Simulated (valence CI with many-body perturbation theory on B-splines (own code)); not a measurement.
**Nb19+: calculated level list**

Computed by relativistic CI+MBPT: four valence electrons over a frozen Dirac-Fock core [Ar], radial functions for each j: 7 s, 7 p, 8 d, 6 f, 4 g, 1 h, with the one-electron correlation potential Σ1, the two-electron term Σ2, the three-electron term Σ3, Breit, model QED; selected CI, second order for the rest, scaled by the run's own slope (own B-spline code, finite nucleus).

No measured levels were compared; by estimate terms of the open shell hold to 2 to 4 % of their energy, and close levels can change places. Only levels of the ground parity were solved; by the run's estimate the other parity begins above the list, which can be wrong where configurations are misplaced.

Levels 1 to 34 of 34, with energies above the lowest level, 3d⁴ ⁵D_0. "Leading %" is the weight of the configuration and term that name the level; weights of strongly mixed levels are sums over their largest components and can fall short. Lifetimes count E1, E2, E3, M1 and M2 decay at the calculated energies, and are blank where another channel may lead or the interval is too uncertain; long ones can be off by a factor of two.

```
No.  Configuration  Term  J  E (cm⁻¹)  Leading %  Second component  Lifetime      g
  1            3d⁴    ⁵D  0         0         81       18 % 3d⁴ ³P                 
  2            3d⁴    ⁵D  1      8125         91        8 % 3d⁴ ³P   39.6 ms  1.497
  3            3d⁴    ⁵D  2     17124         96                     26.2 ms  1.488
  4            3d⁴    ⁵D  3     25594         95                     37.5 ms  1.480
  5            3d⁴    ⁵D  4     33088         88       10 % 3d⁴ ³F   93.6 ms  1.466
  6            3d⁴    ³P  0     65469         69       18 % 3d⁴ ⁵D    453 μs       
  7            3d⁴    ³H  4     73768         60       15 % 3d⁴ ³G   3.95 ms  0.924
  8            3d⁴    ³P  1     87609         87        7 % 3d⁴ ⁵D    594 μs  1.438
  9            3d⁴    ³H  5     87889         81       19 % 3d⁴ ³G   13.2 ms  1.063
 10            3d⁴    ³G  3     88026         57       38 % 3d⁴ ³F   1.49 ms  0.903
 11            3d⁴    ³F  2     91380         85        9 % 3d⁴ ¹D   1.31 ms  0.729
 12            3d⁴    ³H  6     94627         85       15 % 3d⁴ ¹I    211 ms  1.139
 13            3d⁴    ³F  4    101650         40       29 % 3d⁴ ³H   1.09 ms  1.077
 14            3d⁴    ³P  2    108920         67       30 % 3d⁴ ³D   1.86 ms  1.378
 15            3d⁴    ³G  4    109640         47       30 % 3d⁴ ¹G   2.28 ms  1.080
 16            3d⁴    ³F  3    114210         60       35 % 3d⁴ ³G   1.29 ms  0.970
 17            3d⁴    ³G  5    123100         81       19 % 3d⁴ ³H   2.43 ms  1.166
 18            3d⁴    ³D  3    123920         85        5 % 3d⁴ ¹F    978 μs  1.280
 19            3d⁴    ³D  2    130220         44       25 % 3d⁴ ³P    668 μs  1.176
 20            3d⁴    ¹I  6    134220         85       15 % 3d⁴ ³H   1.88 ms  1.023
 21            3d⁴    ³D  1    135630         93        6 % 3d⁴ ³P    608 μs  0.568
 22            3d⁴    ¹G  4    149830         57       24 % 3d⁴ ³F    669 μs  1.048
 23            3d⁴    ¹S  0    151650         83       17 % 3d⁴ ³P    496 μs       
 24            3d⁴    ¹D  2    163750         56       16 % 3d⁴ ³D    583 μs  1.060
 25            3d⁴    ¹F  3    173550         77       10 % 3d⁴ ³D            1.031
 26            3d⁴    ³P  2    193690         86        7 % 3d⁴ ¹D    803 μs  1.416
 27            3d⁴    ³F  4    200020         87       11 % 3d⁴ ¹G            1.217
 28            3d⁴    ³F  2    206250         84       10 % 3d⁴ ¹D    516 μs  0.737
 29            3d⁴    ³F  3    209530         84       14 % 3d⁴ ¹F            1.072
 30            3d⁴    ³P  1    213640         99                              1.490
 31            3d⁴    ³P  0    223200         94        5 % 3d⁴ ¹S                 
 32            3d⁴    ¹G  4    229060         88       10 % 3d⁴ ³F            1.023
 33            3d⁴    ¹D  2    290460         97                              0.998
 34            3d⁴    ¹S  0    369630         97                      163 μs
```

Names give the largest LS component (configuration and term), which can be under half, so a name can repeat, a term be missing and a line seem to break the LS rules; names also repeat where a configuration has a term twice.

The ionisation energy to 3d³ ⁴F3/2 of the next ion comes out as 816.13 eV (NIST: 816 ± 4 eV (theoretical)). All 34 levels together are meant to be complete up to 384420 cm⁻¹.
